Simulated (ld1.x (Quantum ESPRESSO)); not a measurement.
Configuration tests for Dy (PAW)

* Element: Dy (Z = 66)
* Generator: ld1.x (Quantum ESPRESSO) 7.5
* Type: PAW
* Functional: PBE
* Relativity: fully relativistic
* Frozen core: [Kr] 4d10
* Valence charge: 20
* Reference configuration: 4f10 5s2 5p6 5d0 6s1 6p0 (charge +1)
* Partial waves: 5s (bound): rcut 1.65, rcutus 2.20 bohr; 6s (bound): rcut 1.65, rcutus 2.20 bohr; 5p (bound): rcut 2.00, rcutus 2.25 bohr; 6p (bound, empty): rcut 2.00, rcutus 2.25 bohr; 5d (bound, empty): rcut 3.10, rcutus 3.95 bohr; 5d channel at -0.2 Ry: rcut 3.10, rcutus 3.95 bohr; 4f (bound): rcut 0.94, rcutus 1.00 bohr; 4f channel at 0.55 Ry: rcut 0.94, rcutus 1.00 bohr
* Local potential: all-electron potential smoothed inside 2.70 bohr (lloc = -2)
* Core correction: a·sin(br)/r model core, default radius (ld1.x builds one for every PAW set, though the input has nlcc=.false.)
* Augmentation charge: PSQ, inside the norm-conserving radii

Open shells are filled in proportion to 2j + 1 (rel_dist='average').

Energies are relative to the spin-unpolarised reference configuration 4f10 5s2 5p6 5d0 6s1 6p0; without spin polarisation the order of configurations can differ from experiment.

**Question.** Give the all-electron excitation energy and the error of the potential for: 4f10 5s2 5p6 5d0 6s2 6p0; 4f10 5s2 5p6 5d0 6s0 6p0; 4f9 5s2 5p6 5d0 6s0 6p0; 4f10 5s2 5p6 5d0.5 6s1.5 6p0; 4f10 5s2 5p6 5d1 6s0 6p0; 4f8 5s2 5p6 5d0 6s0 6p0; 4f10 5s2 5p6 5d0 6s0 6p2.

**Answer.**

| valence configuration | charge | ΔE all-electron (eV) | error AE − PS (meV) |
| --- | --- | --- | --- |
| 4f10 5s2 5p6 5d0 6s2 6p0 | 0 | -6.239 | -0.3 |
| 4f10 5s2 5p6 5d0 6s0 6p0 | +2 | 11.668 | -0.5 |
| 4f9 5s2 5p6 5d0 6s0 6p0 | +3 | 37.246 | -108 |
| 4f10 5s2 5p6 5d0.5 6s1.5 6p0 | 0 | -4.936 | -0.4 |
| 4f10 5s2 5p6 5d1 6s0 6p0 | +1 | 2.144 | -1.0 |
| 4f8 5s2 5p6 5d0 6s0 6p0 | +4 | 81.830 | -634 |
| 4f10 5s2 5p6 5d0 6s0 6p2 | 0 | -0.757 | -0.1 |

Levels in the configuration 4f10 5s2 5p6 5d0 6s0 6p0:

```csv
level,all-electron (eV),pseudo (eV)
4f j=5/2,-17.549,-17.539
4f j=7/2,-16.669,-16.659
5s j=1/2,-62.932,-62.932
5p j=1/2,-42.719,-42.722
5p j=3/2,-37.997,-38.000
```

The ghost test of this file was not conclusive.
